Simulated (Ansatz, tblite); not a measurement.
Forces on the cluster Sn3Bi2 at its PBE-D4/def2-SVP geometry. Total charge 0; singlet.

In the def2 sets Bi, Sn take a core potential; there is no spin–orbit coupling. The xTB rows come from tblite. The structure comes from a short search, and lower isomers may exist.

GFN1-xTB (tblite), largest force 1.14 eV/Å:

```xyz
5
positions Å, forces eV/Å
Bi   -0.302   -1.689    0.630    0.192    0.577   -0.289
Bi   -1.132    1.275    0.659    0.462   -0.388   -0.299
Sn    1.577    0.425    1.745   -0.827   -0.224   -0.746
Sn    1.295    0.374   -1.164   -0.421   -0.122    0.378
Sn   -1.438   -0.385   -1.869    0.594    0.157    0.956
```

GFN2-xTB (tblite), largest force 1.55 eV/Å:

```
Bi 0.225 1.030 -0.418
Bi 0.725 -0.756 -0.435
Sn -1.171 -0.319 -0.958
Sn -0.526 -0.152 0.472
Sn 0.747 0.196 1.340
```

ωB97M-V/def2-TZVP (Ansatz), largest force 0.94 eV/Å:

```
Bi 0.093 0.840 -0.266
Bi 0.514 -0.665 -0.280
Sn -0.629 -0.170 -0.681
Sn -0.538 -0.155 0.483
Sn 0.560 0.150 0.744
```
